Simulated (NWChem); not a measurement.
# CH$_{3}$Cl$_{2}$In; SMILES [CH3][In]([Cl])[Cl]

Program: NWChem. Structure relaxed at the PBE0/def2-SVP level. def2 effective core potentials on In; no spin-orbit coupling.

For level PBE0/STO-3G (all-electron, non-relativistic):

| Property | Value |
|---|---|
| highest occupied level (eV) | -5.84 |
| orbital gap (eV) | 6.96 |
| dipole (D) | 3.53 |

Question: What are these values for level PBE0/def2-SVP (core potentials)?

Answer: The highest occupied level (eV) is -8.41, the orbital gap (eV) is 6.82 and the dipole (D) is 3.74.
